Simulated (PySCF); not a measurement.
Vertical excitations of a molecule C5H6O2 from TDA-PBE0/def2-SVPD (PySCF), as energy in eV (oscillator strength): 4.00 (0.000), 5.63 (0.244), 6.82 (0.001), 6.95 (0.020), 7.08 (0.011), 7.54 (0.014), 7.58 (0.008), 7.78 (0.054), 7.84 (0.020), 7.88 (0.007). Lowest triplet (TDA): 3.46 eV. The structure is a stationary point at B3LYP-D3(BJ)/def2-SVP. The values are those of a single conformer.

Task: Which structure fits?
A. C#C[C@H]1O[C@@H](C)O1
B. O=C1C=CCOC1
C. C#CCOCC=O
D. C[C@H]1OC=CC1=O

Result: D, C[C@H]1OC=CC1=O
